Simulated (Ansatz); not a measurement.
Question: Name a neutral molecule of Al, C, Si and H with LUMO energy (B3LYP/def2-TZVPP) between -1.25 and -0.95 eV and HOMO energy (PBE/def2-TZVPP) between -6.65 and -6.35 eV (Ansatz, PBE0-D4/def2-TZVP geometry).

Answer: `[AlH2][CH2][SiH2][SiH3]` (-1.05 eV, -6.52 eV). Other molecules can fit too; these were computed, each in one conformer that needn't be the lowest.

B3LYP here is the variant with VWN-RPA as its local correlation; programs differ in this.
